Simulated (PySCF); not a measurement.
## Chromium: a sound run and one with changed settings

Sound run: Cr [Ar] 3d5 4s1, Cr⁺ [Ar] 3d5. All numbers are calculated (PySCF 2.14, scalar relativity by spin-free X2C-1e, in x2c-TZVPall (6s5p4d1f, 48 functions)). In the sound run the correlated levels freeze [Ar]. The sound run starts from symmetry-adapted Hartree-Fock orbitals and uses a fine grid where one is needed.

Changed run: the non-relativistic Hamiltonian (point nucleus). This setting is unsound on purpose.

```csv
species,method,sound run (hartree),changed run (hartree),converged
Cr,UHF,-1049.64352,-1041.45905,yes
Cr,BP86,-1050.92986,-1042.74888,yes
Cr,PBE0,-1050.56321,-1042.38167,yes
Cr,MP2,-1049.72024,-1041.53432,yes
Cr⁺,UHF,-1049.42242,-1041.24293,yes
Cr⁺,BP86,-1050.65198,-1042.47777,yes
Cr⁺,PBE0,-1050.30359,-1042.12832,yes
Cr⁺,MP2,-1049.48476,-1041.30462,yes
```

Ionisation energy of Cr:

```csv
method,sound run (eV),changed run (eV)
UHF,6.016,5.881
BP86,7.561,7.377
PBE0,7.065,6.894
MP2,6.408,6.250
SCS-MP2,6.147,6.004
```

Most of the change in total energy is the relativistic energy itself. On top of that the contraction fixes the core shape for the Hamiltonian it was made with, so the changed run is not a good calculation with the other Hamiltonian either.

For comparison, NIST gives 6.767 eV between the lowest levels.
